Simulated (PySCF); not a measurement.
Al2(mu-Me)2(F)4, C₂H₆Al₂F₄, singlet (PBE0/def2-SVP optimised geometry):

```
14

Al    -1.259    -0.021     0.000
Al     1.263    -0.021     0.000
C      0.004    -0.080     1.661
H     -0.851     0.469     2.104
H      0.845     0.492     2.102
H      0.018    -1.094     2.086
F     -2.066     1.435     0.000
F     -2.137    -1.433     0.006
C      0.000    -0.090    -1.660
H      0.858     0.453    -2.106
H     -0.838     0.482    -2.105
H     -0.016    -1.107    -2.079
F      2.073     1.434    -0.011
F      2.137    -1.435     0.003
```

Computed with PySCF with PBE0/def2-TZVP.

Problem. What are the frontier orbital energies and the dipole moment?

Solution. HOMO-2 -11.27 eV, HOMO-1 -11.25 eV, HOMO -9.52 eV, LUMO -0.14 eV, LUMO+1 0.22 eV; dipole moment 0.08 D.

On the same geometry PBE/def2-TZVP in PySCF gives HOMO-2 -9.22 eV, HOMO-1 -9.21 eV, HOMO -8.16 eV, LUMO -0.98 eV, LUMO+1 -0.62 eV; dipole moment 0.08 D.

Meta-Löwdin charges at PBE0/def2-TZVP: Al1 1.26, Al2 1.26, C3 -0.72, H4 0.19, H5 0.19, H6 0.17, F7 -0.55, F8 -0.54, C9 -0.72, H10 0.19, H11 0.19, H12 0.17, F13 -0.55, F14 -0.54.
